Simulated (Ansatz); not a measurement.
Compare A (`[SiH3]/N=C\S`) with its isomer B (`CS[Si]N`).

Isolated molecules relaxed with PBE0-D4/def2-TZVP in Ansatz; ΔE leaves out vibrations. CBS: MP2 limit from def2 TZ/QZ plus the TZ coupled-cluster correction, frozen cores. DFT in def2-TZVPP. B3LYP here is the variant with VWN-RPA as its local correlation; programs differ in this. One conformer a species, not always the lowest.

Task: Which is lower in electronic energy at CCSD(T)/CBS, and by how much? (Best estimate.)

Result: Computed: B, by 130.0 kJ/mol.

Task: Give E(B) − E(A) in kJ/mol with HF/def2-TZVPP, ωB97M-V, B3LYP, BLYP-D4, LDA (SPW92), B3LYP-D4, CCSD(T)/def2-TZVPP. (Estimate.)

Result: Computed: HF/def2-TZVPP -107.7, ωB97M-V -137.1, B3LYP -118.2, BLYP-D4 -111.6, LDA (SPW92) -133.1, B3LYP-D4 -118.3, CCSD(T)/def2-TZVPP -122.6. None reverses the order clearly.

Task: Does the order hold for the free energy at 298.15 K (harmonic terms from PBE0-D4)? (Best estimate.)

Result: Computed: Yes: G(B) − G(A) = -104.0 kJ/mol, for one conformer each.

Largest T1 diagnostic: 0.015.

From r2SCAN to r2SCAN0 (25 % exact exchange), in def2-TZVPP and without D4, E(B) − E(A) moves by −9.6 kJ/mol. Leaving LDA and LC-ωPBE aside and taking each functional with its dispersion term where it has one, the values spread over 25.5 kJ/mol, from ωB97M-V to BLYP-D4. LDA lies −7.4 kJ/mol from PBE without D4.
